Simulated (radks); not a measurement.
Q: Si3.25+, 10.75 electrons, occupied as [Ne] 3s(up 0.5, down 0.25) (fractional occupations, a model configuration). All-electron calculation, non-relativistic Kohn-Sham, r2SCAN, spin-polarised, spherical densities, point nucleus; meta-GGA in the generalised Kohn-Sham scheme. Program: a radial shooting solver on a logarithmic mesh with Libxc functionals. Some entries of the table are withheld. Estimate them.

orbital,occ.,eigenvalue (hartree),<r> (bohr)
1s up,1,-67.40829,0.1116
1s down,1,-67.40645,0.1116
2s up,1,-6.73237,0.5652
2s down,1,-6.73046,0.5653
2p up,3,(1),0.5330
2p down,3,(2),0.5328
3s up,0.5,(3),1.848
3s down,0.25,(4),1.862

A: 
(1) 2p up eigenvalue (hartree): -5.07587
(2) 2p down eigenvalue (hartree): -5.07326
(3) 3s up eigenvalue (hartree): -1.55423
(4) 3s down eigenvalue (hartree): -1.50980
